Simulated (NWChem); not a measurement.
System meant: C2H3ClO2Si; SMILES O=C1OC[Si@H]1Cl

Input file for NWChem:

```
start job
memory heap 200 mb stack 900 mb global 1100 mb
geometry units angstroms noautoz
  O      1.611110    -1.922448     0.091566
  C      0.591386    -1.302121    -0.003683
  O     -0.657236    -1.774363     0.407529
  C     -1.586282    -0.667331     0.167112
  Si    -0.195839     0.376657    -0.627504
  Cl     0.345251     2.139815     0.318108
  H     -2.415994    -1.005044    -0.486155
  H     -1.996424    -0.293916     1.127002
  H     -0.252181     0.633826    -2.105109
end
basis spherical
  * library def2-svp
end
dft
  odft
  mult 2
  xc pbe0
  iterations 150
  mulliken
end
task dft energy
```

End of the output:

```
                                 NWChem DFT Module
                                 -----------------

 Summary of "ao basis" -> "ao basis" (spherical)
 ------------------------------------------------------------------------------
       Tag                 Description            Shells   Functions and Types
 ---------------- ------------------------------  ------  ---------------------
 O                          def2-svp                 6       14   3s2p1d
 C                          def2-svp                 6       14   3s2p1d
 Si                         def2-svp                 8       18   4s3p1d
 Cl                         def2-svp                 8       18   4s3p1d
 H                          def2-svp                 3        5   2s1p

 Summary of "ao basis" -> "ao basis" (spherical)
 ------------------------------------------------------------------------------
       Tag                 Description            Shells   Functions and Types
 ---------------- ------------------------------  ------  ---------------------
 O                          def2-svp                 6       14   3s2p1d
 C                          def2-svp                 6       14   3s2p1d
 Si                         def2-svp                 8       18   4s3p1d
 Cl                         def2-svp                 8       18   4s3p1d
 H                          def2-svp                 3        5   2s1p

  number of electrons :                   62
  multiplicity        :                    2
 ------------------------------------------------------------------------
  no. of electrons and multiplicity not compatible                  62
 ------------------------------------------------------------------------
 ------------------------------------------------------------------------
  current input line :
    24: task dft energy
 ------------------------------------------------------------------------
 ------------------------------------------------------------------------
 There is an error in the input file
 ------------------------------------------------------------------------
 For more information see the NWChem manual at https://nwchemgit.github.io

0: no. of electrons and multiplicity not compatible:Received an Error in Communication
```

### Question
Find the fault in this run and fix the input.

### Answer
The input was rejected before any calculation. Cause: the multiplicity doesn't fit the number of electrons (an even count wants an odd multiplicity, and the reverse). This input runs:
```
start job
memory heap 200 mb stack 900 mb global 1100 mb
geometry units angstroms noautoz
  O      1.611110    -1.922448     0.091566
  C      0.591386    -1.302121    -0.003683
  O     -0.657236    -1.774363     0.407529
  C     -1.586282    -0.667331     0.167112
  Si    -0.195839     0.376657    -0.627504
  Cl     0.345251     2.139815     0.318108
  H     -2.415994    -1.005044    -0.486155
  H     -1.996424    -0.293916     1.127002
  H     -0.252181     0.633826    -2.105109
end
basis spherical
  O library def2-svp
  C library def2-svp
  Si library def2-svp
  Cl library def2-svp
  H library def2-svp
end
dft
  xc pbe0
  iterations 150
  mulliken
end
task dft energy
```
It converges to -977.25292 Ha (PBE0/def2-SVP).
